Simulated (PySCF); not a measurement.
## Correlation energy of As⁶⁺ (arsenic, charge +6)

Starting occupation: [Ar] 3d9, 3d3/2 with m_j = -3/2, -1/2, +1/2, +3/2, 3d5/2 with m_j = -3/2, -1/2, +1/2, +3/2, +5/2. Computed with PySCF 2.14 in an even-tempered Gaussian basis (18 s from 0.27 bohr⁻², ratio 2.8; 13 p from 0.35 bohr⁻², ratio 2.8; 9 d from 0.35 bohr⁻², ratio 2.8; 4 f from 3 bohr⁻², ratio 3), with X2C-1e with screened-nucleus spin-orbit coupling, Gaussian nucleus. Frozen: [Ne]; 17 electrons correlated; the 76 highest virtual spinors left out.

MP2 pair energies summed by pair of shells (mhartree):

| pair | energy | share (%) |
| --- | --- | --- |
| 3d-3d | -305.46 | 46.8 |
| 3d-3p | -207.51 | 31.8 |
| 3p-3p | -57.50 | 8.8 |
| 3d-3s | -51.15 | 7.8 |
| 3p-3s | -27.30 | 4.2 |
| 3s-3s | -4.44 | 0.7 |

Total MP2 correlation energy: -653.36 mhartree.

The GHF reference relaxed away from the jj start to a determinant that is no pure jj level (⟨S²⟩ = 0.75, ⟨J²⟩ = 8.75); the energies belong to that determinant.
